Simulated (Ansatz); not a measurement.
Ideal-gas functions of CH5FSnZn (`[CH3][SnH2][Zn][F]`) at 800 K and 1 bar, from an Ansatz frequency run at PBE0-D4/def2-TZVP.

Molar mass 220.15 g/mol, point group Cs (symmetry number 1), electronic degeneracy 1, moments of inertia 60.663, 551.183, 601.005 u Å². Harmonic wavenumbers (cm⁻¹, unscaled): 75, 94, 109, 128, 199, 304, 497, 521, 560, 641, 721, 786, 799, 1224, 1454, 1455, 1918, 1919, 3071, 3168, 3170.

Use S(trans) = R[1.5 ln M + 2.5 ln T − 1.1517]; rotational temperatures θ = 24.2544 K / I; S(rot) = R[ln(√π/σ · √(T³/θAθBθC)) + 1.5]; for each mode x = 1.438777 ν̃/T, S = R[x/(eˣ − 1) − ln(1 − e⁻ˣ)] and H = RT x/(eˣ − 1); 1 cm⁻¹ = 0.0119627 kJ/mol; R = 8.31446 J/(mol·K).

Task: By hand: the entropy, in J/(mol·K).

Result: Translation 196.6. Rotation: θ = 0.3998, 0.044, 0.0404 K, giving 130.7. Vibration, mode by mode: 24.98, 23.10, 21.88, 20.54, 16.90, 13.44, 9.52, 9.15, 8.60, 7.58, 6.71, 6.10, 5.98, 3.25, 2.35, 2.34, 1.21, 1.21, 0.22, 0.19, 0.19, in all 185.4. Electronic 0.0. Sum 512.7 J/(mol·K).

Task: By hand: H − E and G − E in kJ/mol, counted from the electronic energy.

Result: Zero-point energy ½ × 22813 × 0.0119627 = 136.5; thermal vibration 66.0; translation, rotation and pV give 4 RT = 26.6. H − E = 229.1 kJ/mol, and G − E = 229.1 − 800 × 512.7/1000 = -181.1 kJ/mol.

Vibration gives 36 % of the entropy, 90.5 J/(mol·K) of it from the modes under 150 cm⁻¹: soft modes count most, and the harmonic formula is weakest for them. The sum counts one conformer and one mirror image; others add a mixing term.
